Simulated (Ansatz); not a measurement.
Cost and result for the atomization energy of `C=C[Si](O)(O)[SiH3]` (14 atoms, 13 bonds).

Z-matrix (Å, degrees):
```
Si
C 1 1.852
O 1 1.650 2 111.3
O 1 1.650 2 104.3 3 -121.5
Si 1 2.345 2 113.6 3 116.7
C 2 1.331 1 123.3 3 128.8
H 2 1.089 1 118.3 3 -52.1
H 3 0.960 1 116.8 2 -49.1
H 4 0.958 1 117.3 2 -174.7
H 5 1.491 1 110.7 2 178.3
H 5 1.488 1 111.2 2 -61.2
H 5 1.489 1 110.1 2 59.0
H 6 1.087 2 122.2 1 179.6
H 6 1.086 2 121.2 1 -0.5
```

Charge 0, multiplicity 1. All single points use the PBE0-D4/def2-TZVP geometry. It is one conformer, not always the lowest. Program: Ansatz. All runs use 2 threads of an AMD EPYC 7R13 on a shared host and a share of an NVIDIA H100 80 GB. Times are those of one run each, without the atoms' runs, and a repeat can differ threefold. Electronic energies, without spin–orbit coupling; frozen cores. CCSD(T)/CBS adds CCSD(T) − MP2 in def2-TZVPP to the MP2 limit, and its time is that of the two runs behind it. T1 = 0.013. B3LYP takes the VWN-RPA correlation (the form of Gaussian; ORCA's B3LYP/G).

CCSD(T)/CBS is a level of theory with its own doubt, some kJ/mol a heavy atom from the limit and from the frozen cores, so smaller differences don't rank the functionals.

| level | functions | wall time | atomization (kJ/mol) | difference from CCSD(T)/CBS | per bond |
| --- | --- | --- | --- | --- | --- |
| PBE0-D4/def2-TZVPP | 320 | 2 s | 5270.4 | -43.4 | -3.3 |
| PBE-D4/def2-TZVPP (with forces) | 320 | 2.4 s | 5357.4 | 43.6 | 3.4 |
| B3LYP-D4/def2-TZVPP (with forces) | 320 | 2.5 s | 5288.7 | -25.1 | -1.9 |
| r2SCAN-D4/def2-TZVPP (with forces) | 320 | 2.5 s | 5305.5 | -8.3 | -0.6 |
| ωB97X-V/def2-TZVPP | 320 | 2.8 s | 5312.7 | -1.1 | -0.1 |
| B2PLYP/def2-TZVPP | 320 | 3.1 s | 5234.9 | -78.9 | -6.1 |
| MP2/def2-QZVPP | 608 | 3.8 s | 5332.9 | 19.1 | 1.5 |
| ωB97M-V/def2-TZVPP (with forces) | 320 | 4 s | 5307.9 | -5.9 | -0.5 |
| CCSD(T)/def2-TZVPP | 320 | 4.3 s | 5167.5 | -146.3 | -11.3 |
| CCSD(T)/CBS(def2) | – | 8.2 s | 5313.8 | 0.0 | 0.0 |

From PBE to PBE0 (25 % exact exchange), in def2-TZVPP and without D4, the atomization energy moves by −82.2 kJ/mol: exact exchange takes away binding that semilocal exchange gives to molecules. In def2-TZVPP, CCSD(T) changes the Hartree–Fock value by +1285.6 kJ/mol (the triples alone add +75.2 kJ/mol) and MP2 by +1363.8 kJ/mol; breaking electron pairs costs correlation energy, which Hartree–Fock lacks. The D4 term adds +53.6 kJ/mol with B3LYP and +28.6 kJ/mol with PBE0; it sums over pairs of atoms, weighted by their polarisabilities, and B3LYP, whose exchange is more repulsive, gets the larger term.
